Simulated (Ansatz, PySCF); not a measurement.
F2Mg, charge -1, doublet, at a GFN2-xTB geometry (such geometries of metal compounds can be far from the true shape) (a state made from the parent by changing its charge; the spin is typed, not shown lowest) (in this run its highest filled SCF level lies above zero, so its values depend strongly on the basis, on diffuse functions most of all). Base run: R2SCAN/def2-SVPD in PySCF.

Geometry (Å):
```xyz
3

Mg     0.0000     0.0000     0.0000
F      0.0000     0.0000     1.7982
F      0.0000     0.0000    -1.7982
```
Charge -1, spin multiplicity 2.
Orbitals are unrestricted.
All else is at PySCF's defaults.

The same geometry, method and basis name were run in Ansatz (an electronic-structure program) and PySCF, at each program's defaults and at the settings that a row names. The base is PySCF at its defaults. Differences at the defaults can come from grids, fitting, cores and function types together.

```
code and settings                                                               ΔE vs base (µEh)  basis functions      E (Eh)  SCF cycles
------------------------------------------------------------------------------  ----------------  ---------------  ----------  ----------
PySCF, defaults (exact integrals, its default grid, spherical functions)                     0.0               67  -399.59234           9
Ansatz, defaults (factorised integrals, its default grid, spherical functions)             -57.0               67  -399.59240           -
PySCF, density fitting with def2-universal-jkfit                                           -53.2               67  -399.59239           9
PySCF, fine grid                                                                           -55.4               67  -399.59239           9
Ansatz, high accuracy                                                                      -54.8               67  -399.59239           -
```

Open shells are given as the SCF converged; they aren't shown to be the lowest states, and a large step between rows can be another state.
